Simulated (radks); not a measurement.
Excited configurations of Ag IV: one electron is placed in a higher orbital outside [Kr] 4d7. The ground configuration is [Kr] 4d8. All-electron calculation, scalar-relativistic Kohn-Sham, SCAN, spin-polarised, spherical densities, finite nucleus; open shells are filled with parallel spins first (spin-orbit coupling, left out, can overturn this in heavy ions); meta-GGA in the generalised Kohn-Sham scheme; Fermi nuclear charge, rms radius 4.5454 fm. Program: a radial shooting solver on a logarithmic mesh with Libxc functionals. Excitation = E - E(ground); binding = E(ion) - E, where the ion is the core of charge +4; n* = 4/sqrt(2 binding) in atomic units, and the quantum defect is n - n*.

| outer orbital | excitation (eV) | binding (eV) | n* | eigenvalue (eV) |
|---|---|---|---|---|
| 4f | 35.406 | 15.008 | 3.809 | -12.288 |
| 5p | 20.329 | 30.085 | 2.690 | -26.572 |
| 5d | 30.983 | 19.431 | 3.347 | -16.829 |
| 5f | 40.295 | 10.119 | 4.638 | -8.633 |
| 6p | 34.616 | 15.798 | 3.712 | -14.130 |
| 6d | 38.933 | 11.481 | 4.354 | -10.157 |
| 7p | 40.578 | 9.836 | 4.704 | -8.838 |
| 7d | 42.776 | 7.638 | 5.339 | -6.811 |
| 7f | 45.249 | 5.165 | 6.492 | -4.572 |

The Delta-SCF ionisation energy is 50.414 eV (NIST Atomic Spectra Database: 49 eV, theoretical). Self-interaction in the functional shifts the binding energies and quantum defects, so they are the method's values and not measured ones. Open shells are spherical and high-spin; term and fine-structure splittings are not resolved.
